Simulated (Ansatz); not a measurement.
`[OH][Zr]([F])([SH])[Cl]`, charge 0, multiplicity 1.

Task: Give a relaxed structure at PBE0-D4/def2-TZVP (Ansatz 0.2.0). (An estimate is asked.)

Result: The calculation gave: 
Cartesian coordinates in Å:
```
O 0.487 -0.369 1.734
Zr -0.307 -0.147 0.037
F -1.958 0.782 0.130
S 1.285 1.181 -1.249
Cl -0.687 -2.213 -1.019
H 0.783 -0.550 2.623
H 0.398 1.316 -2.256
```
